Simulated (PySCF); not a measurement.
SnBr, SMILES [Br][Sn] (connectivity only; charge and spin as stated), neutral, multiplicity 2.

The structure is a stationary point at PBE0-D3(BJ)/def2-TZVP. The spin state was assumed, not searched. The def2 effective core potentials stand for the cores of Sn; spin–orbit coupling is left out.

All values below come from M06-2X/def2-TZVPD run with PySCF.

The molecule is in vacuum.

Q: Estimate the frontier levels, dipole moment and polarisability. (The exact figures need the calculation; the answer reports its results.)

A: 
* **α spin, highest occupied and lowest empty level**: -5.95 and -2.31 eV
* **β spin, highest occupied and lowest empty level**: -9.07 and -2.15 eV
* **dipole moment**: 2.84 D
* **mean static polarisability**: 70.0 bohr³ (10.38 Å³)
* **polarisability, principal values**: 54.1, 63.9, 92.0 bohr³
* **⟨S²⟩**: 0.758 (pure state 0.75)
